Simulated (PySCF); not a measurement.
Stretching HgI

Set-up: basis Hg def2-TZVPP with ECP60, I def2-TZVPP with ECP28; scalar-relativistic core potentials; PySCF 2.14. Energies in eV from Hg + I in their ground configurations at the same level. State: ²Σ⁺ (doublet), unpaired electrons σ ↑.

| R (Å) | UHF-MP2 |
| --- | --- |
| 2.376 | 0.1046 |
| 2.487 | -0.2072 |
| 2.597 | -0.3418 |
| 2.680 | -0.3703 |
| 2.763 | -0.3613 |
| 2.846 | -0.3317 |
| 2.956 | -0.2811 |
| 3.095 | -0.2249 |
| 3.260 | -0.1811 |
| 3.481 | -0.1485 |

Question: Put a parabola through the three lowest points of the UHF-MP2 curve and estimate Re, k and ωe (reduced mass 77.94 u; 1 eV/Å² = 0.16022 mdyn/Å; ωe = 1302.8·√(k/μ) cm⁻¹).

Answer: Through R = 2.597, 2.68, 2.763 Å the second-order coefficient is 2.72 eV/Å², so Re ≈ 2.702 Å, k ≈ 0.872 mdyn/Å and ωe ≈ 138 cm⁻¹. A polynomial fit of higher order to the unrounded UHF-MP2 energies gives Re = 2.695 Å, k = 0.777 mdyn/Å, ωe = 130 cm⁻¹; anharmonicity and rounding make the difference.

The higher-order fit for each curve: UHF-MP2: Re = 2.695 Å, ωe = 130 cm⁻¹, De = 0.371 eV.

Correlated steps freeze 4 core orbitals. The bond is weak. Basis-set superposition, not corrected here, can be much of De in a small basis, most of all at correlated wavefunction levels. These are scalar-relativistic numbers at best; spin–orbit coupling would shift them, the dissociation energy most. The state was picked by a PBE0 search and need not be the measured ground state.
